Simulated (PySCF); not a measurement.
C₅H₅F, SMILES C#C[C@H](F)C=C. Atoms are numbered in the order given.

```xyz
11

C      2.2381    -0.0547     1.1995
C      1.3157    -0.1131     0.4193
C      0.1972    -0.2142    -0.5229
F     -0.0325     1.0001    -1.1220
C     -1.0471    -0.7169     0.1559
C     -2.1949    -0.0457     0.1695
H      3.0559     0.0043     1.8943
H      0.4851    -0.9252    -1.3221
H     -0.9445    -1.6898     0.6478
H     -3.0773    -0.4488     0.6717
H     -2.2809     0.9264    -0.3216
```
Charge 0, spin multiplicity 1.

Coordinates come from a PBE0-D3(BJ)/def2-SVP optimisation. The structure was generated by enumeration; whether it is a known compound was not checked. The values are those of a single conformer.

Computed with PBE0-D3(BJ)/def2-SVP in PySCF 2.14.0.

Frequencies are harmonic and unscaled.

Problem. Give all harmonic wavenumbers and intensities. (The exact figures need the calculation; the answer reports its results.)

Solution. 
| mode | ν (cm⁻¹) | IR (km/mol) | Raman (Å⁴/amu) | depolarisation | moving atoms (share of kinetic energy) |
|---|---|---|---|---|---|
| 1 | 94 | 0.2 | 7.6 | 0.75 | C 67 %, H 29 % |
| 2 | 172 | 1.9 | 9.3 | 0.75 | C 58 %, H 26 %, F 16 % |
| 3 | 255 | 2.0 | 8.5 | 0.73 | C 63 %, H 25 %, F 11 % |
| 4 | 283 | 1.5 | 2.7 | 0.67 | F 44 %, C 39 %, H 17 % |
| 5 | 454 | 3.1 | 3.7 | 0.69 | C 67 %, H 31 % |
| 6 | 538 | 15.4 | 2.4 | 0.56 | C 66 %, F 17 %, H 16 % |
| 7 | 602 | 0.7 | 7.0 | 0.75 | C 50 %, H 35 %, F 15 % |
| 8 | 693 | 45.1 | 1.7 | 0.35 | H 61 %, C 31 % |
| 9 | 695 | 5.4 | 5.0 | 0.70 | H 48 %, C 44 %, F 8 % |
| 10 | 746 | 28.6 | 2.6 | 0.75 | H 75 %, C 25 % |
| 11 | 913 | 24.2 | 9.4 | 0.27 | C 75 %, H 22 % |
| 12 | 963 | 32.9 | 2.0 | 0.70 | H 71 %, C 29 % |
| 13 | 1010 | 31.3 | 4.7 | 0.75 | H 60 %, C 28 %, F 13 % |
| 14 | 1019 | 23.4 | 1.8 | 0.69 | H 84 %, C 16 % |
| 15 | 1044 | 9.8 | 1.0 | 0.50 | C 55 %, H 45 % |
| 16 | 1172 | 85.3 | 1.8 | 0.74 | C 54 %, H 27 %, F 20 % |
| 17 | 1286 | 10.7 | 14.4 | 0.49 | H 77 %, C 22 % |
| 18 | 1312 | 11.6 | 11.2 | 0.27 | H 61 %, C 38 % |
| 19 | 1349 | 20.3 | 6.2 | 0.75 | H 74 %, C 25 % |
| 20 | 1413 | 10.9 | 9.9 | 0.57 | H 81 %, C 19 % |
| 21 | 1748 | 2.2 | 28.3 | 0.15 | C 89 %, H 11 % |
| 22 | 2251 | 4.5 | 139.9 | 0.25 | C 90 %, H 10 % |
| 23 | 3033 | 13.6 | 142.9 | 0.19 | H 92 % |
| 24 | 3177 | 1.6 | 70.7 | 0.16 | H 95 % |
| 25 | 3201 | 2.1 | 111.4 | 0.21 | H 91 %, C 9 % |
| 26 | 3285 | 0.6 | 69.7 | 0.70 | H 89 %, C 11 % |
| 27 | 3488 | 71.6 | 34.8 | 0.23 | H 85 %, C 15 % |
